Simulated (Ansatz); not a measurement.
Computed with Ansatz on PBE0-D4/def2-TZVP structures; ΔE is electronic, products minus reactants. CCSD(T)/CBS is the MP2 limit (def2-TZVPP, def2-QZVPP) plus CCSD(T) − MP2 in def2-TZVPP, frozen cores. This one scheme is used for every species. DFT in def2-TZVPP. One conformer a species, not always the lowest.

`BN[SiH]1CN1` + CH₃SH → `SC[SiH]1CN1` + `BN`  (formal exchange of groups at the Si–N bond)

`BN[SiH]1CN1`:

Cartesian coordinates in Å:
```
B -0.040 1.854 1.628
N -0.236 0.564 1.121
Si 0.033 0.061 -0.509
C 0.621 -1.585 -1.030
N -0.854 -1.280 -1.054
H -0.250 2.076 2.785
H 0.338 2.715 0.885
H -0.560 -0.152 1.758
H 0.302 1.254 -1.335
H 0.895 -2.390 -0.351
H 1.120 -1.667 -1.996
H -1.368 -1.451 -1.903
```

CH₃SH:

Cartesian coordinates in Å:
```
C -0.186 -0.299 0.342
S 0.656 1.182 -0.257
H -1.208 -0.356 -0.030
H -0.216 -0.212 1.428
H 0.362 -1.204 0.082
H 0.592 0.891 -1.565
```

`SC[SiH]1CN1`:

Z-matrix (Å, degrees):
```
C
Si 1 1.861
S 1 1.817 2 107.4
H 1 1.091 2 113.1 3 122.9
H 1 1.092 2 110.8 3 -115.3
N 2 1.718 1 114.4 3 -65.6
C 2 1.830 1 125.3 3 -122.7
H 2 1.480 1 112.8 3 77.2
H 3 1.345 1 96.1 2 52.4
H 6 1.009 2 125.9 1 136.2
H 7 1.090 2 118.1 1 -159.4
H 7 1.087 2 124.0 1 -6.9
```

`BN`:

Z-matrix (Å, degrees):
```
B
N 1 1.385
H 1 1.197 2 119.0
H 1 1.197 2 119.0 3 -180.0
H 2 1.006 1 123.2 3 -0.0
H 2 1.006 1 123.2 3 180.0
```

CCSD(T)/CBS gives +50.0 kJ/mol.

(1) Another level gave +49.1 kJ/mol. Which?
A. MP2/def2-TZVPP
B. SCS-MP2/def2-TZVPP
C. PBE/def2-TZVPP
D. HF/def2-TZVPP

Largest T1 diagnostic among the species: 0.013.

Results:

(1) A. MP2/def2-TZVPP 49.1, HF/def2-TZVPP 70.4, SCS-MP2/def2-TZVPP 53.2, PBE 40.6 kJ/mol.

From PBE to PBE0 (25 % exact exchange), in def2-TZVPP and without D4, ΔE moves by +5.3 kJ/mol. In def2-TZVPP, CCSD(T) changes the Hartree–Fock value by −20.8 kJ/mol (the triples alone add −3.6 kJ/mol) and MP2 by −21.3 kJ/mol.
